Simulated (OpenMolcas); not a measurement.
Cu IV.

```
Program             : OpenMolcas 26.06
Basis               : ANO-RCC-VTZP [6s5p3d2f1g]
Scalar Hamiltonian  : DKH2, point nucleus
Active space        : 8 electrons in 9 orbitals (RAS2 3d 4s; RAS3 4p, at most 2 electrons)
State averaging     : 2S+1 = 3 even, 48 roots; 2S+1 = 5 even, 10 roots kept (CI in the orbitals of an earlier block); 2S+1 = 1 even, 43 roots kept (CI in the orbitals of an earlier block); 2S+1 = 3 odd, 9 roots (0 in the spin-orbit step); 2S+1 = 5 odd, 7 roots kept (CI in the orbitals of an earlier block, 0 in the spin-orbit step)
Spin-orbit coupling : RASSI with atomic mean-field integrals over the reference wave functions, term energies averaged over their components
```

Two sets of levels on these reference wave functions, in cm-1 above 3d8 3F4: one from RASSCF and one from MS-RASPT2, IPEA 0.25 Eh, imaginary shift 0.1 Eh (closed shells correlated: 3s 3p).

| Level | Set 1 | Set 2 |
| --- | --- | --- |
| 3d8 3F4 | 0.0 | 0.0 |
| 3d8 3F3 | 1943 | 1949 |
| 3d8 3F2 | 3250 | 3210 |
| 3d8 1D2 | 20400 | 15770 |
| 3d8 3P2 | 24770 | 19840 |
| 3d8 3P1 | 25230 | 20260 |
| 3d8 3P0 | 25600 | 20600 |
| 3d8 1G4 | 31850 | 27040 |
| 3d8 1S0 | 75850 | 61250 |
| 3d7 4s 5F5 | 112450 | 132210 |
| 3d7 4s 5F4 | 113650 | 133410 |

Which set is which?

Set 2 is MS-RASPT2. Its levels of the other terms of 3d8 lie at 0.77 to 0.85 of the other set's values, as expected, since terms of lower spin or lower L gain more correlation energy than the Hund ground term. Against 10 measured levels (Sugar and Musgrove, J. Phys. Chem. Ref. Data 19, 527 (1990)) the mean absolute deviation is 2700 cm-1 with it and 5400 cm-1 without; single levels miss by up to 13000 cm-1 with it.

CASPT2 does not keep the components of a term degenerate, so their means are used; among the terms shown or strongly mixed into the levels shown the widest spread is 1700 cm-1 (3d8 1G, MS-RASPT2). Some high roots are left out of the spin-orbit mixing, which shifts the levels that they would mix with. Terms from blocks run as CI alone lack orbitals of their own. A single d shell beside an s shell can misplace configurations of different d count against each other. Without dynamic correlation excited terms often stand tens of per cent too high (terms of higher spin than the ground term too low), and those without a measured partner can miss by more than the paired ones (holds for RASSCF). Computed and measured levels are paired by configuration, term and J; levels that our copy of the source lacks, or whose pairing is in doubt (as where it misses far off the trend of its configuration), stay unpaired and out of the deviations. Levels of configurations outside the active space are missing. The table leaves out levels that lie high or whose names do not pair safely across all columns.
